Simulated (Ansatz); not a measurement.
Coupled-cluster run, MoO3, SMILES `[O]=[Mo](=[O])=[O]`.

```yaml
crystal:
  periodic: [false, false, false]
  atoms:
    - {symbol: O, position_ang: [-0.967994, -0.149820, 1.262545]}
    - {symbol: Mo, position_ang: [-0.138122, -0.336522, -0.200259]}
    - {symbol: O, position_ang: [1.506961, -0.607586, 0.088830]}
    - {symbol: O, position_ang: [-0.345245, 1.033627, -1.171416]}
basis:
  gaussian: {orbitals: def2-SVP}
correlation: {method: ccsd_t}
```

```sh
$ ansatz run in.yaml --threads 2 --pin off --events-out ev --progress --plain
```

Log, shortened:

```
Functional definition: HF
711 factors; integrals over basis functions are off by at most 9.6e-4 eV
mean field evaluation 1: about -7925.3293 eV, gradient 8.8e1 eV
mean field evaluation 2: about -7925.6429 eV, gradient 8.9e1 eV
mean field evaluation 4: about -7941.6079 eV, gradient 6.0e0 eV
mean field evaluation 8: about -7941.7900 eV, gradient 1.1e0 eV
mean field evaluation 16: about -7941.8032 eV, gradient 2.5e-6 eV
mean field -7941.80322269 eV, -291.8558852862 hartree, gradient 2.8e-6 eV, S^2 0.000000; 0 other end points of the search recorded, 0 dependent functions left out; unrestricted orbitals would lower it
3 core orbitals not correlated: weight in the atoms' cores, before any rotation towards them, 1.000 or more for the frozen orbitals, at most 0.000 for the correlated occupied ones
reference -7941.80322269 eV, -291.8558852862 hartree; 16, 16 occupied and 54, 54 virtual orbitals, 711 factors
second order -28.58986347 eV of doubles, -0.00000000 eV of singles
cycle   1  -22.86394142 eV  change     5.7e0 eV  update   3.7e-1
cycle   2  -25.37804214 eV  change    -2.5e0 eV  update   2.9e-1
cycle   3  -25.71788747 eV  change   -3.4e-1 eV  update   4.4e-2
cycle   4  -25.70384081 eV  change    1.4e-2 eV  update   2.3e-2
cycle   5  -25.70626273 eV  change   -2.4e-3 eV  update   8.6e-3
cycle   6  -25.71929259 eV  change   -1.3e-2 eV  update   4.9e-3
cycle   7  -25.71322610 eV  change    6.1e-3 eV  update   2.4e-3
cycle   8  -25.71156420 eV  change    1.7e-3 eV  update   1.1e-3
cycle   9  -25.71322927 eV  change   -1.7e-3 eV  update   5.9e-4
cycle  10  -25.71353831 eV  change   -3.1e-4 eV  update   5.2e-4
cycle  11  -25.71313437 eV  change    4.0e-4 eV  update   2.8e-4
cycle  12  -25.71311530 eV  change    1.9e-5 eV  update   1.9e-4
cycle  13  -25.71334603 eV  change   -2.3e-4 eV  update   5.5e-5
cycle  14  -25.71323125 eV  change    1.1e-4 eV  update   3.2e-5
cycle  15  -25.71327259 eV  change   -4.1e-5 eV  update   1.5e-5
cycle  16  -25.71330311 eV  change   -3.1e-5 eV  update   6.4e-6
perturbative correction -1.73256357 eV, -0.0636705369 hartree
Total energy: -7969.24908937 eV, -292.8645022834 hartree
```

It took 5.5 s on 2 threads of a server CPU on a shared host, with 0.25 GiB of host memory at the peak.

The correlation energy is -27.446 eV, 6.3 % of it from (T); the T1 diagnostic reads 0.0298.
